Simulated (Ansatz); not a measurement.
Ansatz (a quantum-chemistry and plane-wave program) input (CCSD(T)/aug-cc-pV(D+d)Z):
A basis named .json is the Basis Set Exchange file of that set.

Ansatz 0.2 input:
```yaml
crystal:
  periodic: [false, false, false]
  atoms:
    - {symbol: Cl, position_ang: [-1.43370246, -0.17800052, 0.01936132]}
    - {symbol: C, position_ang: [-0.00925733, 0.60505668, -0.02645622]}
    - {symbol: Cl, position_ang: [1.43849366, -0.13515052, -0.00566873]}
    - {symbol: H, position_ang: [-0.02590629, 1.69322759, -0.07403672]}
basis:
  gaussian:
    orbitals: aug-cc-pV_D+d_Z.json
total_charge: 1
magnetization: {spin_polarized: false}
correlation: {method: ccsd_t, electrons: outside_noble_gas}
output: {forces: true}
```

Output:

```
Functional definition: HF
integrals: 0.11 GiB planned
923 factors; integrals over basis functions are off by at most 1.1e-3 eV
mean field: 0.30 GiB planned
mean field evaluation 1: about -26043.5738 eV, gradient 1.5e1 eV
mean field evaluation 2: about -26043.6379 eV, gradient 1.5e1 eV
mean field evaluation 4: about -26044.4135 eV, gradient 3.0e0 eV
mean field evaluation 8: about -26044.4484 eV, gradient 7.9e-4 eV
mean field evaluation 16: about -26044.3509 eV, gradient 3.0e0 eV
mean field -26044.44838437 eV, -957.1158245645 hartree, gradient 1.2e-6 eV, S^2 0.000000; 0 other end points of the search recorded, 0 dependent functions left out
11 core orbitals not correlated
reference -26044.44838437 eV, -957.1158245645 hartree; 9, 9 occupied and 76, 76 virtual orbitals, 923 factors
densities: 0.43 GiB planned
second order -11.51914776 eV of doubles, -0.00000000 eV of singles
coupled cluster: 0.31 GiB planned
cycle   1  -11.96174382 eV  change   -4.4e-1 eV  update   1.0e-1
cycle   2  -12.30939466 eV  change   -3.5e-1 eV  update   3.1e-2
cycle   3  -12.41099058 eV  change   -1.0e-1 eV  update   2.1e-2
cycle   4  -12.40226573 eV  change    8.7e-3 eV  update   6.9e-3
cycle   5  -12.40049671 eV  change    1.8e-3 eV  update   2.1e-3
cycle   6  -12.40006858 eV  change    4.3e-4 eV  update   4.4e-4
cycle   7  -12.40005422 eV  change    1.4e-5 eV  update   1.2e-4
cycle   8  -12.40008377 eV  change   -3.0e-5 eV  update   3.8e-5
cycle   9  -12.40007763 eV  change    6.1e-6 eV  update   1.0e-5
cycle  10  -12.40007446 eV  change    3.2e-6 eV  update   3.7e-6
perturbative correction -0.52033401 eV, -0.0191219222 hartree
the calculation of the forces begins
Total energy: -26057.36879284 eV, -957.5906408179 hartree
Atom 0 at    -1.433702    -0.178001     0.019361 Å, force    -0.450745    -0.267490     0.015362 eV/Å
Atom 1 at    -0.009257     0.605057    -0.026456 Å, force    -0.001227     0.080181    -0.003506 eV/Å
Atom 2 at     1.438494    -0.135151    -0.005669 Å, force     0.458722    -0.253922     0.007437 eV/Å
Atom 3 at    -0.025906     1.693228    -0.074037 Å, force    -0.006751     0.441230    -0.019293 eV/Å
Dipole moment:    -0.004479     0.292776    -0.012802 e Å
```
